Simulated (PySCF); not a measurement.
C3H6F2Si, SMILES F[SiH2][C@@H]1C[C@@H]1F. Atoms are numbered in the order given.

```xyz
12

F      2.1949    -0.7163    -1.0270
Si     1.2351    -0.0246     0.0937
C     -0.4974    -0.6494    -0.1660
C     -1.5087     0.2024    -0.9230
C     -1.6277     0.0225     0.5399
F     -1.3198     1.0818     1.3399
H      1.7629    -0.4272     1.4262
H      1.3016     1.4492    -0.0964
H     -0.5823    -1.7365    -0.2811
H     -2.2312    -0.2935    -1.5764
H     -1.1758     1.1859    -1.2687
H     -2.4400    -0.5767     0.9635
```

Geometry: PBE0-D3(BJ)/def2-SVP. The structure was generated by enumeration; whether it is a known compound was not checked. Other conformers were not sampled.

Two levels are set side by side: PBE/pcSseg-1 (PySCF) and B3LYP/pcSseg-1 (PySCF). GIAO shifts against CFCl3 (¹⁹F), TMS (²⁹Si), TMS (¹H), TMS (¹³C) at the same level; non-relativistic, no solvent, atoms listed together averaged. Differences are taken from unrounded values.

| quantity | B3LYP |
|---|---|
| δ(¹⁹F) of F1 (ppm) | -229.2 |
| δ(²⁹Si) of Si2 (ppm) | 9.9 |
| δ(¹³C) of C3 (ppm) | 8.2 |
| δ(¹³C) of C4 (ppm) | 15.9 |
| δ(¹³C) of C5 (ppm) | 75.8 |
| δ(¹⁹F) of F6 (ppm) | -241.3 |
| δ(¹H) of H9 (ppm) | 0.41 |
| δ(¹H) of H12 (ppm) | 4.81 |

**Question.** What does PBE give, and how far is it from B3LYP? (An estimate is asked for; the answer gives what the named calculation found.)

**Answer.** 
```
quantity                 PBE  PBE minus B3LYP
--------------------  ------  ---------------
δ(¹⁹F) of F1 (ppm)    -250.9            -21.7
δ(²⁹Si) of Si2 (ppm)    17.1              7.2
δ(¹³C) of C3 (ppm)      10.1              1.8
δ(¹³C) of C4 (ppm)      17.3              1.3
δ(¹³C) of C5 (ppm)      78.2              2.4
δ(¹⁹F) of F6 (ppm)    -256.1            -14.8
δ(¹H) of H9 (ppm)       0.52             0.11
δ(¹H) of H12 (ppm)      4.92             0.11
```

Rough cost on one machine, each run with all the roots and properties that it gave: B3LYP against PBE within a factor of 2.
